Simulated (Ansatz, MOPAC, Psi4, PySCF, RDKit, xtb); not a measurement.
Dimer: C2H4 (SMILES C=C) (first 6 atoms) with CH5N (SMILES CN); geometry from B3LYP-D3(BJ)/def2-TZVP, rigid monomers moved along the line of their centres of mass till H5···N8 is 4.46 Å.
(charge 0, multiplicity 1):
```json
[
 {"atom": "C", "x (Å)": "-0.6430", "y (Å)": "0.2606", "z (Å)": "0.0678"},
 {"atom": "C", "x (Å)": "0.5421", "y (Å)": "-0.1998", "z (Å)": "0.4439"},
 {"atom": "H", "x (Å)": "-0.9135", "y (Å)": "0.3668", "z (Å)": "-0.9764"},
 {"atom": "H", "x (Å)": "-1.3948", "y (Å)": "0.5514", "z (Å)": "0.7920"},
 {"atom": "H", "x (Å)": "0.8122", "y (Å)": "-0.3058", "z (Å)": "1.4893"},
 {"atom": "H", "x (Å)": "1.2868", "y (Å)": "-0.4881", "z (Å)": "-0.2898"},
 {"atom": "C", "x (Å)": "-0.5612", "y (Å)": "0.3305", "z (Å)": "5.9380"},
 {"atom": "N", "x (Å)": "0.7924", "y (Å)": "-0.2248", "z (Å)": "5.9535"},
 {"atom": "H", "x (Å)": "-1.2260", "y (Å)": "-0.3629", "z (Å)": "5.4208"},
 {"atom": "H", "x (Å)": "-0.5588", "y (Å)": "1.2620", "z (Å)": "5.3702"},
 {"atom": "H", "x (Å)": "-0.9896", "y (Å)": "0.5371", "z (Å)": "6.9277"},
 {"atom": "H", "x (Å)": "0.8173", "y (Å)": "-1.1004", "z (Å)": "6.4619"},
 {"atom": "H", "x (Å)": "1.4356", "y (Å)": "0.4059", "z (Å)": "6.4164"}
]
```

```tsv
level	interaction energy (kJ/mol)	cost
MMFF94	-1.0	-
UFF	-0.8	-
GFN-FF	-0.8	-
AM1	-0.3	-
PM3	-0.3	-
PM6	-0.5	-
PM7	-2.1	-
GFN1-xTB	-0.7	-
HF/STO-3G (no counterpoise)	-0.4	-
HF/3-21G (no counterpoise)	-0.9	-
HF/6-31G*	-0.8	-
HF/6-31G* (no counterpoise)	-0.9	-
HF/aug-cc-pVDZ	-0.8	-
PBE/def2-TZVPPD	-0.9	×1
PBE-D3(BJ)/def2-TZVPPD	-1.5	×1
PBE-D4/def2-TZVPPD	-1.5	×1
BP86/6-31G* (no counterpoise)	-0.7	-
r2SCAN/def2-TZVPPD	-0.8	×2
r2SCAN-D3(BJ)/def2-TZVPPD	-1.3	×2
r2SCAN-D4/def2-TZVPPD	-1.2	×2
B3LYP/3-21G (no counterpoise)	-0.7	-
B3LYP/6-31G*	-0.6	-
B3LYP/6-31G* (no counterpoise)	-0.7	-
B3LYP/6-311+G** (no counterpoise)	-0.7	-
B3LYP/def2-TZVPPD	-0.5	×1
B3LYP-D3(BJ)/def2-TZVPPD	-1.2	×1
B3LYP-D4/def2-TZVPPD	-1.2	×1
PBE0/def2-TZVPPD	-0.9	×1
PBE0-D3(BJ)/def2-TZVPPD	-1.5	×1
PBE0-D4/def2-TZVPPD	-1.5	×1
M06-2X/6-31G* (no counterpoise)	-1.0	-
wB97X-V/def2-TZVPPD	-1.3	×3
wB97M-V/def2-TZVPPD	-1.3	×3
MP2/6-31G*	-1.0	-
MP2/6-31G* (no counterpoise)	-1.1	-
MP2/aug-cc-pVDZ	-1.3	-
SCS-MP2/aug-cc-pVDZ	-1.2	-
CCSD/aug-cc-pVDZ	-1.2	-
CCSD(T)/aug-cc-pVDZ	-1.3	×10
SAPT0/jun-cc-pV(D+d)Z	-1.3	-
```

The rows run from -2.1 (PM7) to -0.3 kJ/mol (PM3). In aug-cc-pVDZ the value moves HF -0.8, MP2 -1.3, CCSD -1.2, CCSD(T) -1.3, a shift of -0.5 from HF to CCSD(T). The dispersion term adds -0.6 in PBE-D3(BJ), -0.6 in PBE-D4, -0.5 in r2SCAN-D3(BJ). The 6 functionals in def2-TZVPPD without D3 or D4 span 0.8, from wB97M-V to B3LYP.

Monomers are frozen at their geometry in the pair; levels with a basis set take the counterpoise correction. Rows marked so take none. RDKit's UFF carries no charges.

Correlated levels freeze the cores. Rows in 3-21G, 6-311+G**, 6-31G*, STO-3G carry no dispersion term and start afresh at each structure (6-31G* with six Cartesian d functions). MP2/6-31G* freezes PySCF's default core. The state that AM1, PM3, PM6, PM7 reach isn't checked; PM7 holds dispersion and hydrogen-bond terms.

Run with Ansatz (Gaussian basis) for Hartree–Fock, density functionals and correlated methods; MOPAC for AM1, PM3, PM6, PM7 (differences of heats of formation); Psi4 for SAPT; PySCF for 3-21G rows, 6-311+G** rows, 6-31G* rows, STO-3G rows, the dispersion terms; RDKit for the force fields; xtb for the GFN methods. Values without a source in brackets are computed.

Costs are rough ratios of core time to PBE/def2-TZVPPD (about 6 s over the structures, on one shared machine); a dash marks a level with no comparable run of its own.

Ansatz is an electronic-structure program.
